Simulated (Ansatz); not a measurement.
`O[SiH2]S[SiH3]` + `OBCl` → `O[SiH2]S[SiH2]Cl` + `BO`  (redistribution)

Computed with Ansatz on PBE0-D4/def2-TZVP structures; ΔE is electronic, products minus reactants. CCSD(T)/CBS adds triple-zeta CCSD(T) − MP2 to the extrapolated MP2 energy (def2 sets, frozen cores). This one scheme is used for every species. DFT in def2-TZVPP. Each species was taken in one conformer, which may not be the lowest.

```
             level  ΔE (kcal/mol)
           ωB97M-V           -0.5
     HF/def2-TZVPP            0.1
SCS-MP2/def2-TZVPP           -0.3
SCS-MP2/def2-QZVPP           -0.9
```

(1) What does CCSD(T)/CBS give? (An estimate is asked.)

Largest T1 diagnostic among the species: 0.014.

Results:

(1) Ansatz gave: -0.6 kcal/mol. The listed levels differ from it by 0.1, 0.7, 0.3, -0.3 kcal/mol.

The D4 term adds −1.4 kcal/mol with B3LYP and −0.8 kcal/mol with PBE0; it sums over pairs of atoms, weighted by their polarisabilities, and B3LYP, whose exchange is more repulsive, gets the larger term.

B3LYP here is the variant with VWN-RPA as its local correlation; programs differ in this.
